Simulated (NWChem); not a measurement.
A series in which one site is exchanged, each optimised at B3LYP/6-31G* with NWChem, gas phase unless a solvent is named. All stand in one matching conformer (torsions within 35°), which need not be the lowest. Pople sets run with spherical d functions. This build's default masses of Se (78.918 u) and Br (79.917 u) are each other's, which moves their modes by up to 0.6 %. Shieldings are non-relativistic GIAO values without spin-orbit effects.

A: NB(O)Br (BNH3OBr; site = Br)
B: ClB(O)N (BNH₃OCl; site = Cl)
C: B(F)(N)O (BNH3OF; site = F)

Values for A:

```
Quantity                                                  Result
--------------------------------------------------------  ------
orbital gap (eV), B3LYP/6-31G*                              8.94
11B shift against boron trifluoride, PBE0/pcSseg-1 (ppm)    15.9
11B shift against boron trifluoride, PBE/pcSseg-1 (ppm)     14.9
```

**Question.** How do these values change for the other members?

**Answer.** 
```csv
change from A,B,C
"orbital gap (eV), B3LYP/6-31G*",+0.27,+0.26
"11B shift against boron trifluoride, PBE0/pcSseg-1 (ppm)",-1.9,-7.3
"11B shift against boron trifluoride, PBE/pcSseg-1 (ppm)",-1.9,-6.8
```
